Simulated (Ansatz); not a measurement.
Two isomers of C7H14: A = `C1CCCCCC1`, B = `CC1(C)CCCC1`.

Gas-phase electronic energies from Ansatz, PBE0-D4/def2-TZVP geometries. CCSD(T)/CBS is the MP2 limit (def2-TZVPP, def2-QZVPP) plus CCSD(T) − MP2 in def2-TZVPP, frozen cores. Functionals use def2-TZVPP.

A:

```xyz
21

C    -0.6038    0.0219   -1.4704
C    -1.0268    1.2159   -0.6205
C    -1.0822    0.9836    0.8828
C     0.1815    0.4182    1.5230
C     0.4493   -1.0380    1.1508
C     1.2160   -1.2679   -0.1511
C     0.8714   -0.3395   -1.3151
H    -1.2367   -0.8465   -1.2494
H    -0.7942    0.2723   -2.5188
H    -2.0130    1.5609   -0.9498
H    -0.3339    2.0409   -0.8300
H    -1.3371    1.9329    1.3664
H    -1.9097    0.2990    1.1090
H     1.0478    1.0434    1.2731
H     0.0665    0.4861    2.6093
H     1.0033   -1.5276    1.9577
H    -0.5158   -1.5555    1.1039
H     2.2905   -1.1813    0.0441
H     1.0551   -2.3065   -0.4597
H     1.4375    0.5943   -1.2191
H     1.2341   -0.8064   -2.2360
```

B:

```xyz
21

C     1.300    0.348   -1.053
C     0.016    0.560   -0.255
C    -0.513    1.963   -0.499
C    -1.013   -0.524   -0.599
C    -0.560   -1.774    0.162
C     0.273   -1.253    1.356
C     0.257    0.274    1.232
H     2.066    1.070   -0.756
H     1.117    0.476   -2.124
H     1.713   -0.653   -0.905
H    -0.732    2.124   -1.559
H     0.216    2.719   -0.194
H    -1.434    2.137    0.064
H    -1.104   -0.688   -1.676
H    -1.996   -0.200   -0.239
H     0.048   -2.418   -0.477
H    -1.410   -2.377    0.486
H     1.295   -1.634    1.305
H    -0.131   -1.583    2.315
H     1.171    0.744    1.607
H    -0.578    0.689    1.808
```

Problem. Which isomer does CCSD(T)/CBS put lower? Give the gap. (An estimate is asked.)

Solution. Computed: B, by 3.6 kcal/mol.

Problem. Give E(B) − E(A) in kcal/mol with BLYP-D4, ωB97M-V, r2SCAN-D4, CCSD(T)/def2-TZVPP, MP2/def2-TZVPP, B2PLYP, CCSD(T)/def2-SVP. (Estimate.)

Solution. Computed: BLYP-D4 -2.2, ωB97M-V -3.5, r2SCAN-D4 -3.2, CCSD(T)/def2-TZVPP -4.0, MP2/def2-TZVPP -5.2, B2PLYP -3.0, CCSD(T)/def2-SVP -3.1. None reverses the order clearly.

Largest T1 diagnostic: 0.009.

In def2-TZVPP, CCSD(T) changes the Hartree–Fock value by −2.1 kcal/mol (the triples alone add −0.5 kcal/mol) and MP2 by −3.2 kcal/mol. Leaving LDA and LC-ωPBE aside and taking each functional with its dispersion term where it has one, the values, not all of them listed here, spread over 1.6 kcal/mol, from B97M-V to BHLYP-D4.
